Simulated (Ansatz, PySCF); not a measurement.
C₃H₁₀OSi₂, SMILES O[SiH2][C@H](C=C)[SiH3]. Atoms are numbered in the order given.

```xyz
16

C     -1.5923     2.3310     0.5106
C     -0.6731     1.3659     0.6068
C     -0.6033     0.1241    -0.2227
Si    -0.8546    -1.4134     0.8635
Si     1.0125    -0.0201    -1.1918
O      2.2510    -0.5712    -0.2164
H     -2.4056     2.2763    -0.2201
H     -1.5621     3.2085     1.1609
H      0.1114     1.4780     1.3689
H     -1.4154     0.1224    -0.9744
H      0.0408    -1.3412     2.0568
H     -2.2714    -1.4711     1.3360
H     -0.5475    -2.6557     0.0912
H      0.8568    -1.0480    -2.2570
H      1.3493     1.3105    -1.7890
H      2.5901     0.0298     0.4524
```

Geometry: PBE0-D3(BJ)/def2-SVP. The structure was generated by enumeration; whether it is a known compound was not checked. One conformer was computed; it need not be the lowest.

Two levels are set side by side: PBE-D3(BJ)/def2-SVP (Ansatz, a quantum-chemistry and plane-wave program) and PBE0-D3(BJ)/def2-SVP (Ansatz). Each level has its own optimised geometry; the coordinates shown are those of the second. Frequencies come from the Hessian of PySCF at each geometry. Differences are taken from unrounded values.

```tsv
quantity	PBE0-D3(BJ)	PBE-D3(BJ)	PBE-D3(BJ) minus PBE0-D3(BJ)
mean bond length (Å)	1.408	1.418	0.011
bond C1–C2 (Å)	1.336	1.347	0.011
bond C2–C3 (Å)	1.495	1.501	0.006
bond C3–Si4 (Å)	1.899	1.912	0.013
bond C3–Si5 (Å)	1.890	1.904	0.015
bond Si5–O6 (Å)	1.670	1.688	0.018
bond C1–H7 (Å)	1.095	1.103	0.008
bond C1–H8 (Å)	1.093	1.101	0.008
bond C2–H9 (Å)	1.099	1.108	0.008
bond C3–H10 (Å)	1.107	1.114	0.008
bond Si4–H11 (Å)	1.494	1.504	0.010
bond Si4–H12 (Å)	1.495	1.505	0.010
bond Si4–H13 (Å)	1.495	1.505	0.010
bond Si5–H14 (Å)	1.488	1.499	0.010
bond Si5–H15 (Å)	1.497	1.508	0.011
bond O6–H16 (Å)	0.961	0.973	0.012
highest harmonic wavenumber (cm⁻¹)	3940	3768	-171
mean harmonic wavenumber (cm⁻¹)	1220	1180	-40
zero-point energy (kcal/mol)	73.27	70.87	-2.40
```

GGA bonds tend to be longer and softer than those of functionals with exact exchange. Differences between two approximate levels are no errors against the true value.
